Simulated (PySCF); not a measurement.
## Working out the ionisation energy of Ta⁺

Ta⁺ [Xe] 4f14 5d3 6s1 (5F) → Ta²⁺ [Xe] 4f14 5d3 (4F). All numbers are calculated (PySCF 2.14, scalar relativity through the core potential, in aug-cc-pVTZ-PP with ECP60MDF (6s6p5d3f2g, 88 functions)). Frozen: 5s2 5p6. Energies in hartree (1 hartree = 27.21139 eV):

| part | Ta⁺ (lower) | Ta²⁺ (upper) |
| --- | --- | --- |
| UHF | -56.534457 | -56.012887 |
| CCSD correlation | -0.033383 | -0.016993 |
| (T) | -0.000500 | -0.000091 |

Q: What does Hartree-Fock give?

A: (-56.012887) − (-56.534457) = 0.521570 hartree = 14.193 eV.

Q: What do CCSD and CCSD(T) give?

A: The CCSD correlation energies differ by 0.016390 hartree = 0.446 eV and the triples by 0.000409 hartree = 0.011 eV, so CCSD gives 14.639 eV and CCSD(T) 14.650 eV.

Reference: 16.2 ± 0.5 eV (semi-empirical (NIST evaluation); NIST Atomic Spectra Database, ionization energies), between the lowest levels; spin-orbit coupling is absent from the calculation.

What remains against the reference includes basis incompleteness, the frozen core and higher excitations.
